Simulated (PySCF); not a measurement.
## Telling isomers of C$_{7}$H$_{12}$P$_{2}$ apart by NMR

- shieldings: GIAO PBE0/pcSseg-1
- geometry: GFN2-xTB
- run in PySCF 2.14
- isolated molecule, fast rotation and ring inversion assumed for equivalent nuclei, no relativistic terms, one conformer

Referencing at the same level of theory: $^{1}$H, $^{13}$C vs TMS. Splittings of carbon signals by F and P are missing where no couplings were computed. Where no couplings were computed, multiplicities follow the n + 1 count of equivalent neighbours, and m marks all less simple cases (inequivalent or close neighbours, rings, F or P nearby). Shifts are as computed. Against solution values, carbons near 30 ppm lie about +3 ppm off and those near 130 ppm about +5 ppm. Of 1211 compounds with measured shifts, 218 miss one by over three times the rms of a fit or turn the order of signals round; such compounds aren't used in these exercises.

(1) Tabulate the signals of `CP(C)P1C=CCC=C1`, `C/C=C/P=P\C1CCC1` and their relative energies.

(2) What is the quickest way to tell CP(C)P1C=CCC=C1 from C/C=C/P=P\C1CCC1?

## Answers

(1) 
```tsv
SMILES	carbon types	δC	δH	E rel. (kcal/mol)
CP(C)P1C=CCC=C1	4×CH 1×CH2 2×CH3	135.3, 132.4, 32.9, 14.9	6.41 (m, 2H), 6.20 (m, 2H), 2.93 (m, 2H), 1.22 (m, 6H)	0.0
C/C=C/P=P\C1CCC1	3×CH 3×CH2 1×CH3	151.5, 148.7, 42.2, 31.5, 25.1, 19.6	7.96 (m, 1H), 6.54 (m, 1H), 4.11 (m, 1H), 2.70 (m, 2H), 2.40 (m, 2H), 2.19 (m, 1H), 2.19 (d, 3H), 2.14 (m, 1H)	21.4
```

Energies are electronic energies at PBE0/pcSseg-1 on these geometries, without zero-point or thermal terms, each for the one conformer computed, which needn't be the lowest.

(2) Count the carbon signals: 4 against 6. The first has an alkene CH at 132.4 ppm, the second an sp3 CH bonded to P at 42.2 ppm. Their most deshielded carbons lie at 135.3 and 151.5 ppm. In the proton spectra the most deshielded non-exchanging signals are 6.41 (m, 2H) and 7.96 (m, 1H).
